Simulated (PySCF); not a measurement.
Vertical excitations of a molecule C₂H₉FSi₃ from TDA-LC-ωPBE/def2-SVPD run with PySCF, as energy in eV (oscillator strength): 6.21 (0.033), 6.74 (0.021), 7.01 (0.073), 7.24 (0.221), 7.49 (0.073), 7.81 (0.067). Lowest triplet (TDA): 5.14 eV. Geometry: PBE0-D3(BJ)/def2-SVP. Other conformers were not sampled.

Which structure fits?
A. F[SiH2]/C([SiH3])=C\[SiH3]
B. F[SiH]1C[SiH2][SiH2]C1
C. F[Si@@H]1C[C@@H]([SiH3])[SiH2]1
D. F/C(=C\[SiH3])[SiH2][SiH3]

C, F[Si@@H]1C[C@@H]([SiH3])[SiH2]1
